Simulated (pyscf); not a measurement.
## HO–Si:–F, singlet

Gas-phase minimum from PySCF at ωB97X-D3(BJ)/def2-SVP, one conformer. Other isomers of HO–Si:–F [singlet] were not searched in full and may lie lower. 

```
O
H 1 0.9676
Si 1 1.6575 2 118.69
F 3 1.6467 1 100.06 2 -0.05
```

Properties at ωB97X-D3(BJ)/def2-SVP:

| Property | Result |
|---|---|
| Harmonic wavenumbers, unscaled | 314, 528, 737, 856, 910, 3865 cm⁻¹ |
| Zero-point energy | 10.3 kcal/mol |
| Rotational symmetry number | 1 |
| Entropy of this conformer at 298 K and 1 atm, rigid rotor and harmonic oscillator, modes under 100 cm⁻¹ raised to 100 | 266.8 J/(mol K) |
| Dipole moment | 0.97 D |

Single-point totals, which compare only within one level (frozen core for MP2 and CC):

```tsv
level	total energy (hartree)
ωB97X-D3(BJ)/def2-TZVP	-465.36185
PBE/def2-TZVP	-465.01307
r²SCAN/def2-TZVP	-465.22532
B3LYP-D3(BJ)/def2-TZVP	-465.35880
PBE0-D3(BJ)/def2-TZVP	-465.03433
M06-2X/def2-TZVP	-465.25462
ωB97M-D3(BJ)/def2-TZVP	-465.41338
HF/def2-TZVPP	-463.99224
MP2/def2-TZVPP	-464.58387
CCSD/def2-TZVPP	-464.59450
CCSD(T)/def2-TZVPP	-464.61511
```

The CCSD(T) − MP2 part came from Ansatz, without density fitting, on the same reference.
